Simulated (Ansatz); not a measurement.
`C[O][SnH2][Se]C` + H₂S → `C[O][SnH2][SH]` + `C[SeH]`  (ligand exchange at the Sn–Se bond)

Program: Ansatz. Geometries: PBE0-D4/def2-TZVP. ΔE: electronic, gas phase. CCSD(T)/CBS adds triple-zeta CCSD(T) − MP2 to the extrapolated MP2 energy (def2 sets, frozen cores). This one scheme is used for every species. DFT in def2-TZVPP. Elements past krypton have def2 core potentials. For Se, Sn outer-core shells are correlated without core-valence functions, which leaves a few kJ/mol of doubt a bond. Scalar relativity is left out up to krypton. Each species was taken in one conformer, which may not be the lowest.

(1) Is it downhill or uphill in electronic energy at CCSD(T)/CBS, and by how much? (An estimate is asked.)

(2) What do these levels give: PBE0, HF/def2-TZVPP, CCSD/def2-TZVPP, CCSD(T)/def2-TZVPP, MP2/CBS(def2), CCSD/CBS(def2)? (Estimate.)

Largest T1 diagnostic among the species: 0.013.

Answers

(1) Ansatz gave: Uphill: ΔE = +24.5 kJ/mol.

(2) Ansatz gave: PBE0 16.7, HF/def2-TZVPP 12.0, CCSD/def2-TZVPP 18.8, CCSD(T)/def2-TZVPP 20.2, MP2/CBS(def2) 27.1, CCSD/CBS(def2) 23.1 kJ/mol.

The D4 term adds +7.7 kJ/mol with B3LYP and +4.6 kJ/mol with PBE0; it sums over pairs of atoms, weighted by their polarisabilities, and B3LYP, whose exchange is more repulsive, gets the larger term. In def2-TZVPP, CCSD(T) changes the Hartree–Fock value by +8.2 kJ/mol (the triples alone add +1.4 kJ/mol) and MP2 by +10.8 kJ/mol.

B3LYP here is the variant with VWN-RPA as its local correlation; programs differ in this.
